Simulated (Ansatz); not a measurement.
The first iterations of a band of C6H10S (17 atoms, charge 0, multiplicity 1).

Computed with RKS PBE0/6-31G* in Ansatz.

```json
{
 "movable images": "9",
 "climbing image": "yes",
 "spring": "5.0 eV/Å²",
 "optimiser": "quadratic models (default)",
 "start path": "through a guess of the saddle point",
 "force threshold": "0.05 eV/Å",
 "iteration limit": "56",
 "end points": "relaxed"
}
```

First end point:

```xyz
17
Properties=species:S:1:pos:R:3
C 2.500 0.327 2.136
C 1.570 -0.168 1.320
S -0.042 0.530 1.158
C -0.373 0.258 -0.574
C 0.648 0.791 -1.536
C -1.526 -0.299 -0.970
C -2.621 -0.854 -0.121
H 3.439 -0.198 2.286
H 2.347 1.249 2.689
H 1.734 -1.094 0.770
H 0.360 0.570 -2.569
H 1.638 0.354 -1.356
H 0.758 1.876 -1.425
H -1.694 -0.339 -2.047
H -2.914 -1.849 -0.476
H -3.519 -0.225 -0.174
H -2.323 -0.930 0.928
```

Last end point:

```xyz
17
Properties=species:S:1:pos:R:3
C 1.951 -0.568 1.312
C 1.299 0.502 1.769
S -0.171 1.229 1.124
C -0.275 0.510 -0.507
C 0.733 1.014 -1.499
C -1.253 -0.349 -0.825
C -2.315 -0.912 0.058
H 2.856 -0.908 1.806
H 1.605 -1.131 0.450
H 1.652 1.041 2.646
H 0.644 0.482 -2.452
H 1.754 0.883 -1.123
H 0.592 2.086 -1.684
H -1.285 -0.674 -1.867
H -2.313 -2.009 0.008
H -3.310 -0.586 -0.274
H -2.183 -0.608 1.099
```

| iteration | highest image above the first end (eV) | largest band force component (eV/Å) |
| --- | --- | --- |
| 1 | 12.796 | 49.964 |
| 2 | 2.884 | 6.881 |
| 3 | 1.203 | 3.507 |
| 4 | 0.357 | 1.211 |
| 5 | 0.202 | 0.579 |
| 6 | 0.169 | 0.321 |

Problem. Does the band converge within its limit, and where does its top end?

Solution. It converged. It ended after 19 iterations with the highest image 0.114 eV above the first end. A vibrational analysis at the climbing image gives one clearly imaginary mode, 90i cm⁻¹: a first-order saddle point.

Run time: 10 min on 2 threads of INTEL(R) XEON(R) PLATINUM 8581C CPU @ 2.30GHz (Emerald Rapids) (shared host), peak memory 0.44 GiB.
